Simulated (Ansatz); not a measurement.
B₁₅N₁₅H₃₄⁺, a nanocrystal cut from wurtzite BN (hydrogen-capped). The state is a doublet with charge 1. Geometry r2SCAN-D4/def2-SVP, that of the neutral singlet; atoms count from 1.

```xyz
64

B    -3.032    0.318    1.287
N    -1.898    0.882    2.267
N    -2.439   -0.910    0.568
B    -0.997   -1.330    1.103
B    -1.585   -3.191   -0.631
N    -0.487   -2.579    0.346
B    -0.562    1.194    1.479
N     0.522    1.740    2.494
N    -0.044   -0.091    0.814
B     1.410   -0.476    1.328
B     0.856   -2.291   -0.458
N     1.927   -1.723    0.572
B     1.902    2.068    1.749
N     2.335    0.783    1.015
B     3.309   -1.455   -0.173
N    -3.258    1.453    0.213
B    -2.398   -0.757   -1.015
N    -1.833   -2.032   -1.675
B    -1.944    1.799   -0.627
N    -0.853    2.294    0.415
N    -1.424    0.481   -1.246
B     0.039    0.093   -0.771
B    -0.516   -1.714   -2.531
N     0.553   -1.164   -1.493
B     0.462    2.652   -0.402
N     1.542    3.155    0.662
N     0.992    1.338   -1.020
B     2.470    0.969   -0.559
B     1.883   -0.863   -2.306
N     2.946   -0.337   -1.228
H    -4.050    0.103    1.925
H    -1.700    0.097    2.903
H    -2.252    1.651    2.841
H    -3.018   -1.741    0.730
H    -1.061   -1.542    2.324
H    -2.624   -3.432    0.011
H    -1.173   -4.202   -1.171
H    -0.279   -3.320    1.016
H     0.757    0.968    3.133
H     0.217    2.526    3.072
H     1.390   -0.672    2.553
H     1.266   -3.317   -0.960
H     2.121   -2.469    1.241
H     2.707    2.500    2.558
H     3.270    0.490    1.319
H     4.146   -1.031    0.645
H     3.715   -2.468   -0.713
H    -3.709    2.287    0.593
H    -3.923    1.066   -0.469
H    -3.527   -0.492   -1.445
H    -2.514   -2.387   -2.347
H    -2.198    2.680   -1.429
H    -1.200    3.164    0.829
H    -1.352    0.541   -2.270
H    -0.128   -2.725   -3.083
H    -0.795   -0.836   -3.366
H     0.237    3.543   -1.201
H     1.301    4.063    1.062
H     2.403    3.310    0.124
H     1.068    1.399   -2.043
H     3.237    1.907   -0.812
H     2.310   -1.861   -2.855
H     1.684    0.044   -3.134
H     3.797   -0.148   -1.756
```

Single mean-field runs in def2-SVP are fitted with def2-universal-jkfit.

Problem. Estimate the Mulliken populations of the heavy atoms from the PBE0/def2-SVP orbitals of Ansatz.

Solution. 
| atom | charge (e) | spin (α − β) |
| --- | --- | --- |
| B1 | 0.03 | 0.00 |
| N2 | -0.07 | 0.00 |
| N3 | -0.18 | 0.01 |
| B4 | 0.09 | 0.00 |
| B5 | -0.13 | 0.03 |
| N6 | -0.15 | 0.03 |
| B7 | -0.09 | 0.00 |
| N8 | -0.07 | 0.00 |
| N9 | -0.33 | 0.00 |
| B10 | 0.09 | 0.00 |
| B11 | 0.05 | 0.01 |
| N12 | -0.15 | 0.03 |
| B13 | 0.03 | 0.00 |
| N14 | -0.18 | 0.01 |
| B15 | -0.13 | 0.03 |
| N16 | -0.10 | 0.00 |
| B17 | 0.03 | 0.00 |
| N18 | -0.14 | 0.03 |
| B19 | 0.04 | 0.00 |
| N20 | -0.16 | 0.00 |
| N21 | -0.16 | 0.01 |
| B22 | -0.01 | 0.00 |
| B23 | 0.00 | 0.07 |
| N24 | -0.27 | 0.02 |
| B25 | 0.04 | 0.00 |
| N26 | -0.10 | 0.00 |
| N27 | -0.16 | 0.01 |
| B28 | 0.03 | 0.00 |
| B29 | 0.00 | 0.07 |
| N30 | -0.14 | 0.03 |
Mulliken values and Mayer orders depend strongly on the basis.

Problem. Where does the spin sit?

Solution. Summed by element: B 0.19, N 0.19, H 0.62, of 1 unpaired in all. Largest on single atoms: H46 0.13, H36 0.13, H63 0.08.

Problem. And the Mayer bond orders between bonded heavy atoms (over 0.3, the first 40 of 43)?

Solution. B1–N2 0.81 (1.60 Å); B1–N3 0.97 (1.54 Å); B1–N16 0.88 (1.58 Å); N2–B7 0.95 (1.58 Å); N3–B4 0.89 (1.59 Å); N3–B17 0.86 (1.59 Å); B4–N6 1.00 (1.55 Å); B4–N9 0.79 (1.59 Å); B5–N6 0.86 (1.59 Å); B5–N18 0.89 (1.58 Å); N6–B11 0.85 (1.59 Å); B7–N8 0.95 (1.58 Å); B7–N9 1.05 (1.54 Å); B7–N20 1.00 (1.56 Å); N8–B13 0.81 (1.60 Å); N9–B10 0.79 (1.59 Å); N9–B22 0.84 (1.60 Å); B10–N12 1.00 (1.55 Å); B10–N14 0.89 (1.59 Å); B11–N12 0.85 (1.59 Å); B11–N24 0.84 (1.56 Å); N12–B15 0.86 (1.59 Å); B13–N14 0.97 (1.54 Å); B13–N26 0.88 (1.58 Å); N14–B28 0.86 (1.59 Å); B15–N30 0.89 (1.58 Å); N16–B19 0.88 (1.60 Å); B17–N18 1.00 (1.54 Å); B17–N21 0.84 (1.59 Å); N18–B23 0.84 (1.60 Å); B19–N20 0.84 (1.59 Å); B19–N21 0.95 (1.55 Å); N20–B25 0.84 (1.59 Å); N21–B22 0.93 (1.59 Å); B22–N24 1.10 (1.54 Å); B22–N27 0.93 (1.59 Å); B23–N24 0.79 (1.59 Å); N24–B29 0.79 (1.59 Å); B25–N26 0.88 (1.60 Å); B25–N27 0.95 (1.55 Å).
